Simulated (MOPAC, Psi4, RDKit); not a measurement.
Relaxed torsion scan: SMILES [SiH2]([SiH2]S)C(O)=O (CH6O2SSi2). Scanned: dihedral O1–C2–Si4–Si5; all other coordinates were relaxed at B3LYP-D3(BJ)/def2-SVP. Points at φ and −φ are mirror images.

Atom numbering (GFN2-xTB optimised geometry, Å):
```
12

O     -1.1667     1.5073     0.4067
C     -1.4472     0.3500     0.1872
O     -2.6702    -0.0238    -0.1823
Si    -0.2027    -1.1081     0.3075
Si     1.8014    -0.2815    -0.5183
S      2.2287     1.6198     0.3913
H     -3.2771     0.7371    -0.2313
H     -0.1937    -1.4532     1.7333
H     -0.8131    -2.2072    -0.4378
H      1.8004    -0.0743    -1.9707
H      2.9722    -1.0829    -0.1786
H      0.9679     2.0168     0.4930
```

Methods: AM1, restricted, heats of formation // B3LYP-D3(BJ)/def2-SVP (MOPAC); HF/cc-pVTZ // B3LYP-D3(BJ)/def2-SVP (Psi4); B3LYP-D3(BJ)/def2-TZVP // B3LYP-D3(BJ)/def2-SVP (Psi4); MMFF94 // B3LYP-D3(BJ)/def2-SVP (RDKit); PM6, restricted, heats of formation // B3LYP-D3(BJ)/def2-SVP (MOPAC); MP2/cc-pVTZ = DF-MP2 (frozen core)/cc-pVTZ // B3LYP-D3(BJ)/def2-SVP (Psi4).

Energies in kcal/mol, each method relative to its own lowest point.

```
φ / °  AM1  HF/cc-pVTZ  B3LYP-D3(BJ)/def2-TZVP  MMFF94  PM6  MP2/cc-pVTZ
-----  ---  ----------  ----------------------  ------  ---  -----------
-150   1.1         0.5                     0.1     4.2  0.1          0.2
-120   0.2         0.4                     0.1     3.2  0.5          0.2
-90    0.0         0.5                     0.0     1.7  1.1          0.2
-60    0.7         0.4                     0.0     0.2  1.1          0.1
-30    2.0         0.1                     0.0     0.0  0.7          0.0
0      2.3         0.0                     0.1     0.1  0.5          0.0
30     2.0         0.1                     0.0     0.0  0.7          0.0
60     0.7         0.4                     0.0     0.2  1.1          0.1
90     0.0         0.5                     0.0     1.7  1.1          0.2
120    0.2         0.4                     0.1     3.2  0.5          0.2
150    1.1         0.5                     0.1     4.2  0.1          0.2
180    1.4         0.7                     0.2     4.0  0.0          0.3
```

Root-mean-square difference from the MP2/cc-pVTZ profile, itself a level with limits, after the best constant shift (kcal/mol): AM1 0.8, HF/cc-pVTZ 0.1, B3LYP-D3(BJ)/def2-TZVP 0.1, MMFF94 1.6, PM6 0.4.

MMFF94 has few fitted parameters for silicon.
